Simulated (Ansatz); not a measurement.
Ansatz (a quantum-chemistry and plane-wave program) input (B3LYP/6-31G* with LANL2DZ past Ar): The .json file joins the Basis Set Exchange's 6-31G* for atoms up to Ar and LANL2DZ past it.

Ansatz 0.2 input:
```yaml
crystal:
  periodic: [false, false, false]
  atoms:
    - {symbol: W, position_ang: [0.01711597, 0.00629101, 0.00347556]}
    - {symbol: H, position_ang: [0.69457996, 1.28543174, -0.90484324]}
    - {symbol: H, position_ang: [-1.26529212, 0.72733862, 0.82850896]}
    - {symbol: H, position_ang: [0.97724321, -0.67094977, 1.24432290]}
    - {symbol: H, position_ang: [-1.52770812, -0.56151219, -0.31021572]}
    - {symbol: H, position_ang: [-0.14540444, -1.24584297, -1.11496437]}
basis:
  gaussian:
    orbitals: 6-31Gs+LANL2DZ.json
hamiltonian:
  xc: {name: B3LYP}
magnetization: {spin_polarized: true, initial_magnetization: 1}
phonons: {temperatures: {t_min: 298.15, t_max: 298.15, t_step: 100}}
```

Output:

```
Functional definition: B3LYP
integrals: 0.01 GiB planned
490 factors; integrals over basis functions are off by at most 1.9e-4 eV
mean field: 0.12 GiB planned
mean field evaluation 1: about -1922.6761 eV, gradient 5.9e0 eV
mean field evaluation 2: about -1922.9084 eV, gradient 2.5e0 eV
mean field evaluation 4: about -1922.9594 eV, gradient 3.0e-1 eV
mean field evaluation 8: about -1922.9574 eV, gradient 7.0e-3 eV
mean field -1922.95738157 eV, -70.6673803453 hartree, gradient 3.6e-5 eV, S^2 0.758873; 0 other end points of the search recorded, 0 dependent functions left out
the calculation of the forces begins
reference -1922.95761282 eV, -70.6673888436 hartree; 10, 9 occupied and 22, 23 virtual orbitals, 490 factors
these checks for a lower state are left out or cut short: stability, starts, cluster_reference, orbital_swaps, neighbouring_geometries, increment
integrals: 0.01 GiB planned
490 factors; integrals over basis functions are off by at most 1.9e-4 eV
mean field: 0.12 GiB planned
mean field evaluation 16: about -1922.9613 eV, gradient 7.1e-2 eV
mean field -1922.95728581 eV, -70.6673768263 hartree, gradient 2.7e-6 eV, S^2 0.758876; 0 other end points of the search recorded, 0 dependent functions left out
the calculation of the forces begins
reference -1922.95751713 eV, -70.6673853273 hartree; 10, 9 occupied and 22, 23 virtual orbitals, 490 factors
these checks for a lower state are left out or cut short: stability, starts, cluster_reference, orbital_swaps, neighbouring_geometries, increment
integrals: 0.01 GiB planned
490 factors; integrals over basis functions are off by at most 1.9e-4 eV
mean field: 0.12 GiB planned
mean field -1922.95729024 eV, -70.6673769891 hartree, gradient 2.6e-6 eV, S^2 0.758869; 0 other end points of the search recorded, 0 dependent functions left out
the calculation of the forces begins
reference -1922.95752142 eV, -70.6673854847 hartree; 10, 9 occupied and 22, 23 virtual orbitals, 490 factors
these checks for a lower state are left out or cut short: stability, starts, cluster_reference, orbital_swaps, neighbouring_geometries, increment
integrals: 0.01 GiB planned
490 factors; integrals over basis functions are off by at most 1.9e-4 eV
mean field: 0.12 GiB planned
mean field evaluation 32: about -1922.9573 eV, gradient 2.7e-6 eV
mean field -1922.95734734 eV, -70.6673790876 hartree, gradient 2.7e-6 eV, S^2 0.758887; 0 other end points of the search recorded, 0 dependent functions left out
the calculation of the forces begins
reference -1922.95757855 eV, -70.6673875844 hartree; 10, 9 occupied and 22, 23 virtual orbitals, 490 factors
these checks for a lower state are left out or cut short: stability, starts, cluster_reference, orbital_swaps, neighbouring_geometries, increment
integrals: 0.01 GiB planned
490 factors; integrals over basis functions are off by at most 1.9e-4 eV
mean field: 0.12 GiB planned
mean field -1922.95734575 eV, -70.6673790289 hartree, gradient 8.5e-7 eV, S^2 0.758858; 0 other end points of the search recorded, 0 dependent functions left out
the calculation of the forces begins
reference -1922.95757703 eV, -70.6673875285 hartree; 10, 9 occupied and 22, 23 virtual orbitals, 490 factors
these checks for a lower state are left out or cut short: stability, starts, cluster_reference, orbital_swaps, neighbouring_geometries, increment
integrals: 0.01 GiB planned
490 factors; integrals over basis functions are off by at most 1.9e-4 eV
mean field: 0.12 GiB planned
mean field -1922.95737553 eV, -70.6673801232 hartree, gradient 2.7e-6 eV, S^2 0.758883; 0 other end points of the search recorded, 0 dependent functions left out
the calculation of the forces begins
reference -1922.95760676 eV, -70.6673886208 hartree; 10, 9 occupied and 22, 23 virtual orbitals, 490 factors
these checks for a lower state are left out or cut short: stability, starts, cluster_reference, orbital_swaps, neighbouring_geometries, increment
integrals: 0.01 GiB planned
490 factors; integrals over basis functions are off by at most 1.9e-4 eV
mean field: 0.12 GiB planned
mean field -1922.95737468 eV, -70.6673800921 hartree, gradient 2.5e-6 eV, S^2 0.758862; 0 other end points of the search recorded, 0 dependent functions left out
the calculation of the forces begins
reference -1922.95760594 eV, -70.6673885909 hartree; 10, 9 occupied and 22, 23 virtual orbitals, 490 factors
these checks for a lower state are left out or cut short: stability, starts, cluster_reference, orbital_swaps, neighbouring_geometries, increment
integrals: 0.01 GiB planned
490 factors; integrals over basis functions are off by at most 1.9e-4 eV
mean field: 0.12 GiB planned
mean field -1922.95735646 eV, -70.6673794224 hartree, gradient 2.4e-6 eV, S^2 0.758889; 0 other end points of the search recorded, 0 dependent functions left out
the calculation of the forces begins
reference -1922.95758778 eV, -70.6673879234 hartree; 10, 9 occupied and 22, 23 virtual orbitals, 490 factors
these checks for a lower state are left out or cut short: stability, starts, cluster_reference, orbital_swaps, neighbouring_geometries, increment
integrals: 0.01 GiB planned
490 factors; integrals over basis functions are off by at most 1.9e-4 eV
mean field: 0.12 GiB planned
mean field evaluation 64: about -1922.9574 eV, gradient 2.3e-5 eV
mean field -1922.95736024 eV, -70.6673795614 hartree, gradient 1.7e-6 eV, S^2 0.758856; 0 other end points of the search recorded, 0 dependent functions left out
the calculation of the forces begins
reference -1922.95759141 eV, -70.6673880569 hartree; 10, 9 occupied and 22, 23 virtual orbitals, 490 factors
these checks for a lower state are left out or cut short: stability, starts, cluster_reference, orbital_swaps, neighbouring_geometries, increment
integrals: 0.01 GiB planned
490 factors; integrals over basis functions are off by at most 1.9e-4 eV
mean field: 0.12 GiB planned
mean field -1922.95736798 eV, -70.6673798459 hartree, gradient 2.7e-6 eV, S^2 0.758865; 0 other end points of the search recorded, 0 dependent functions left out
the calculation of the forces begins
reference -1922.95759922 eV, -70.6673883438 hartree; 10, 9 occupied and 22, 23 virtual orbitals, 490 factors
these checks for a lower state are left out or cut short: stability, starts, cluster_reference, orbital_swaps, neighbouring_geometries, increment
integrals: 0.01 GiB planned
490 factors; integrals over basis functions are off by at most 1.9e-4 eV
mean field: 0.12 GiB planned
mean field -1922.95736561 eV, -70.6673797588 hartree, gradient 2.0e-6 eV, S^2 0.758880; 0 other end points of the search recorded, 0 dependent functions left out
the calculation of the forces begins
reference -1922.95759687 eV, -70.6673882574 hartree; 10, 9 occupied and 22, 23 virtual orbitals, 490 factors
these checks for a lower state are left out or cut short: stability, starts, cluster_reference, orbital_swaps, neighbouring_geometries, increment
integrals: 0.01 GiB planned
490 factors; integrals over basis functions are off by at most 1.9e-4 eV
mean field: 0.12 GiB planned
mean field -1922.95736228 eV, -70.6673796366 hartree, gradient 2.6e-6 eV, S^2 0.758855; 0 other end points of the search recorded, 0 dependent functions left out
the calculation of the forces begins
reference -1922.95759348 eV, -70.6673881328 hartree; 10, 9 occupied and 22, 23 virtual orbitals, 490 factors
these checks for a lower state are left out or cut short: stability, starts, cluster_reference, orbital_swaps, neighbouring_geometries, increment
integrals: 0.01 GiB planned
490 factors; integrals over basis functions are off by at most 1.9e-4 eV
mean field: 0.12 GiB planned
mean field -1922.95736130 eV, -70.6673796006 hartree, gradient 1.9e-6 eV, S^2 0.758890; 0 other end points of the search recorded, 0 dependent functions left out
the calculation of the forces begins
reference -1922.95759261 eV, -70.6673881008 hartree; 10, 9 occupied and 22, 23 virtual orbitals, 490 factors
WARN: phonons: modes at or below zero, which the zero-point energy, F, S and C_V leave out: 1, the lowest at -91.98 cm⁻¹ …
Total energy: -1922.95761282 eV, -70.6673888436 hartree
Atom 0 at     0.017116     0.006291     0.003476 Å, force    -0.001445    -0.000531    -0.000293 eV/Å
Atom 1 at     0.694580     1.285432    -0.904843 Å, force     0.000228     0.000263    -0.000135 eV/Å
Atom 2 at    -1.265292     0.727339     0.828509 Å, force     0.000671    -0.000526    -0.000567 eV/Å
Atom 3 at     0.977243    -0.670950     1.244323 Å, force     0.000277    -0.000077     0.000238 eV/Å
Atom 4 at    -1.527708    -0.561512    -0.310216 Å, force     0.000323     0.000119     0.000066 eV/Å
Atom 5 at    -0.145404    -1.245843    -1.114964 Å, force    -0.000054     0.000752     0.000692 eV/Å
Dipole moment:     0.179276     0.065893     0.036404 e Å
Vibrations: -91.98 224.28 421.68 859.67 936.40 1061.74 1110.42 1867.25 1884.98 1940.32 1940.48 1969.84 cm⁻¹, zero-point energy 0.881345 eV
```

The blocks after the first are displaced geometries, from whose forces the wavenumbers follow.
